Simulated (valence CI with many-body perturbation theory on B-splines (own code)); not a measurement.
# Energy levels of Ta60+

Level of theory: relativistic CI+MBPT: three valence electrons over a frozen Dirac-Fock core [Ne], a basis of 11 s, 11 p, 10 d, 8 f, 5 g, 2 h functions for each j, with the one-electron correlation potential Σ1, the two-electron term Σ2, the three-electron term Σ3, Breit, model QED; selected CI, second order for the rest, scaled by the run's own slope (own B-spline code, finite nucleus).

The last digits are not significant, and no measured levels were compared; by estimate large intervals hold to a few tenths of a per cent, small ones and those within an open d or f shell to about a per cent.

Levels 91 to 135 of 157, with energies above the lowest level, (3s^2 3p1/2) J=1/2. "Leading %" is the weight of the configuration and term that name the level; weights of strongly mixed levels are sums over their largest components and can fall short, so below about 35 % the name and the second component can differ from the true leading terms, or belong to a minority configuration. In the jj column 3d3/2^4 stands for four electrons in 3d with j = 3/2. Lifetimes count E1, E2, E3, M1 and M2 decay at the calculated energies, and are blank where another channel may lead or the interval is too uncertain; long ones can be off by a factor of two.

| No. | Configuration | Term | J | E (eV) | Leading % | Leading jj | Lifetime |
| --- | --- | --- | --- | --- | --- | --- | --- |
| 91 | 3p2.3d | 2D | 3/2 | 1596.3 | 68 | 3p3/2^2 3d3/2 (97 %) | 217 fs |
| 92 | 3p.3d2 | 2P° | 3/2 | 1599.5 | 29 | 3p1/2 3d5/2^2 (99 %) | 1.71 ps |
| 93 | 3p.3d2 | 2F° | 5/2 | 1601.8 | 39 | 3p1/2 3d5/2^2 (98 %) | 2.03 ps |
| 94 | 3p.3d2 | 2P° | 1/2 | 1628.6 | 72 | 3p1/2 3d5/2^2 (97 %) | 1.49 ps |
| 95 | 3p2.3d | 4F | 9/2 | 1630.7 | 62 | 3p3/2^2 3d5/2 (99 %) | 328 fs |
| 96 | 3p2.3d | 2F | 7/2 | 1631.4 | 51 | 3p3/2^2 3d5/2 (98 %) | 307 fs |
| 97 | 3p2.3d | 2P | 1/2 | 1645.2 | 55 | 3p3/2^2 3d5/2 (97 %) | 274 fs |
| 98 | 3p2.3d | 2D | 5/2 | 1661.5 | 76 | 3p3/2^2 3d5/2 (99 %) | 306 fs |
| 99 | 3p2.3d | 2P | 3/2 | 1673.1 | 45 | 3p3/2^2 3d5/2 (96 %) | 260 fs |
| 100 | 3p2.3d | 2D | 5/2 | 1676.0 | 52 | 3p3/2^2 3d5/2 (95 %) | 267 fs |
| 101 | 3p.3d2 | 4F° | 3/2 | 1770.7 | 31 | 3p3/2 3d3/2^2 (99 %) | 217 fs |
| 102 | 3p.3d2 | 4F° | 5/2 | 1777.8 | 37 | 3p3/2 3d3/2^2 (95 %) | 228 fs |
| 103 | 3p.3d2 | 4D° | 1/2 | 1779.1 | 73 | 3p3/2 3d3/2^2 (99 %) | 214 fs |
| 104 | 3p.3d2 | 2G° | 7/2 | 1779.4 | 33 | 3p3/2 3d3/2^2 (96 %) | 237 fs |
| 105 | 3p.3d2 | 2P° | 3/2 | 1803.8 | 29 | 3p3/2 3d3/2^2 (92 %) | 216 fs |
| 106 | 3p.3d2 | 4G° | 9/2 | 1831.2 | 56 | 3p3/2 3d3/2 3d5/2 (99 %) | 352 fs |
| 107 | 3p.3d2 | 4F° | 7/2 | 1836.4 | 32 | 3p3/2 3d3/2 3d5/2 (99 %) | 329 fs |
| 108 | 3p.3d2 | 2H° | 11/2 | 1845.9 | 56 | 3p3/2 3d3/2 3d5/2 (93 %) | 412 fs |
| 109 | 3p.3d2 | 4P° | 5/2 | 1848.2 | 46 | 3p3/2 3d3/2 3d5/2 (99 %) | 320 fs |
| 110 | 3p.3d2 | 2S° | 1/2 | 1849.4 | 44 | 3p3/2 3d3/2 3d5/2 (99 %) | 297 fs |
| 111 | 3p.3d2 | 4D° | 3/2 | 1850.5 | 45 | 3p3/2 3d3/2 3d5/2 (97 %) | 293 fs |
| 112 | 3p.3d2 | 2F° | 5/2 | 1850.8 | 47 | 3p3/2 3d3/2 3d5/2 (99 %) | 305 fs |
| 113 | 3p.3d2 | 2G° | 7/2 | 1855.6 | 36 | 3p3/2 3d3/2 3d5/2 (98 %) | 334 fs |
| 114 | 3p.3d2 | 2G° | 7/2 | 1867.4 | 38 | 3p3/2 3d3/2 3d5/2 (92 %) | 308 fs |
| 115 | 3p.3d2 | 2D° | 5/2 | 1870.7 | 56 | 3p3/2 3d3/2 3d5/2 (93 %) | 291 fs |
| 116 | 3p.3d2 | 2P° | 3/2 | 1873.4 | 40 | 3p3/2 3d3/2 3d5/2 (96 %) | 282 fs |
| 117 | 3p.3d2 | 2G° | 9/2 | 1874.3 | 75 | 3p3/2 3d3/2 3d5/2 (98 %) | 328 fs |
| 118 | 3p.3d2 | 2D° | 3/2 | 1883.4 | 54 | 3p3/2 3d3/2 3d5/2 (95 %) | 286 fs |
| 119 | 3p.3d2 | 2F° | 5/2 | 1887.8 | 63 | 3p3/2 3d3/2 3d5/2 (95 %) | 302 fs |
| 120 | 3p.3d2 | 2P° | 1/2 | 1893.1 | 78 | 3p3/2 3d3/2 3d5/2 (93 %) | 283 fs |
| 121 | 3p.3d2 | 4G° | 11/2 | 1908.8 | 56 | 3p3/2 3d5/2^2 (93 %) | 659 fs |
| 122 | 3p.3d2 | 2D° | 5/2 | 1919.9 | 43 | 3p3/2 3d5/2^2 (93 %) | 515 fs |
| 123 | 3p.3d2 | 2F° | 7/2 | 1921.4 | 50 | 3p3/2 3d5/2^2 (97 %) | 572 fs |
| 124 | 3p.3d2 | 4F° | 9/2 | 1924.2 | 53 | 3p3/2 3d5/2^2 (98 %) | 518 fs |
| 125 | 3p.3d2 | 2P° | 1/2 | 1940.6 | 72 | 3p3/2 3d5/2^2 (94 %) | 449 fs |
| 126 | 3p.3d2 | 2F° | 7/2 | 1955.2 | 55 | 3p3/2 3d5/2^2 (96 %) | 441 fs |
| 127 | 3p.3d2 | 2P° | 3/2 | 1957.6 | 71 | 3p3/2 3d5/2^2 (98 %) | 508 fs |
| 128 | 3p.3d2 | 2D° | 5/2 | 1958.2 | 62 | 3p3/2 3d5/2^2 (98 %) | 442 fs |
| 129 | 3p.3d2 | 2P° | 3/2 | 1973.9 | 53 | 3p3/2 3d5/2^2 (94 %) | 402 fs |
| 130 | 3d3 | 4F | 3/2 | 1993.8 | 45 | 3d3/2^3 (98 %) | 223 fs |
| 131 | 3d3 | 4F | 5/2 | 2060.1 | 82 | 3d3/2^2 3d5/2 (99 %) | 313 fs |
| 132 | 3d3 | 4P | 3/2 | 2067.7 | 39 | 3d3/2^2 3d5/2 (98 %) | 301 fs |
| 133 | 3d3 | 2H | 9/2 | 2069.5 | 47 | 3d3/2^2 3d5/2 (99 %) | 354 fs |
| 134 | 3d3 | 2G | 7/2 | 2070.5 | 50 | 3d3/2^2 3d5/2 (97 %) | 333 fs |
| 135 | 3d3 | 4P | 1/2 | 2073.9 | 58 | 3d3/2^2 3d5/2 (100 %) | 295 fs |
